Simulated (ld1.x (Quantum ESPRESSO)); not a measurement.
Varying the TM potential for Br (Z = 35)

Base potential:

bromine, norm-conserving Troullier–Martins (Kleinman–Bylander form), made with ld1.x (Quantum ESPRESSO) 7.5 (PBE, scalar-relativistic). Core [Ar] 3d10, reference 4s1.5 4p5.5. Waves: 4s (bound): rc 1.25 bohr; 4p (bound): rc 1.65 bohr; 4d channel at 0.05 Ry: rc 1.70 bohr. Local part: the d channel. Core correction: a·sin(br)/r model core inside 1.15 bohr.

Cutoffs, loose and tight: the cutoffs (Ry, on a coarse ladder) from which the occupation-weighted sum of valence levels, in a spherical-Bessel basis at the reference potential, stays within 10 and 1 mRy of its value at 400 Ry. They do not see the model core or the augmentation charge, which bear on the density cutoff. Test errors are all-electron minus pseudo excitation energies from the reference, over the configurations 4s2 4p5; 4s2 4p4; 4s2 4p3; 4s2 4p2; 4s1 4p6; 4s1 4p5; 4s2 4p4.5. A dash means not determined; rows that change the core or the reference have their own tests.

```csv
change,outcome,"cutoff, loose","cutoff, tight",bound ghosts,largest test error (meV)
base,generated,45 Ry,100 Ry,none,-88
wave 4d channel at 0.05 Ry: rc 1.70 bohr becomes 4d channel at -0.16 Ry: rc 1.70 bohr,generated,45 Ry,100 Ry,none,-89
wave 4d channel at 0.05 Ry: rc 1.70 bohr becomes 4d channel at -0.1 Ry: rc 1.70 bohr,generated,45 Ry,100 Ry,none,-89
wave 4d channel at 0.05 Ry: rc 1.70 bohr becomes 4d channel at 0.03 Ry: rc 1.70 bohr,generated,45 Ry,100 Ry,none,-88
wave 4d channel at 0.05 Ry: rc 1.70 bohr becomes 4d channel at 0.35 Ry: rc 1.70 bohr,generated,45 Ry,100 Ry,none,-86
wave 4d channel at 0.05 Ry: rc 1.70 bohr becomes 4d channel at 0.9 Ry: rc 1.70 bohr,generated,45 Ry,100 Ry,none,-82
wave 4d channel at 0.05 Ry: rc 1.70 bohr becomes 4d channel at 1.58 Ry: rc 1.70 bohr,generated,45 Ry,100 Ry,none,-76
wave 4d channel at 0.05 Ry: rc 1.70 bohr becomes 4d channel at 5.1 Ry: rc 1.70 bohr,generated,45 Ry,100 Ry,none,+4.4
```

What comes out with this change to the base: wave 4d channel at 0.05 Ry: rc 1.70 bohr becomes 4d channel at 2.85 Ry: rc 1.70 bohr?

outcome: generated; cutoff, loose: 45 Ry; cutoff, tight: 100 Ry; bound ghosts: none; largest test error (meV): -65.
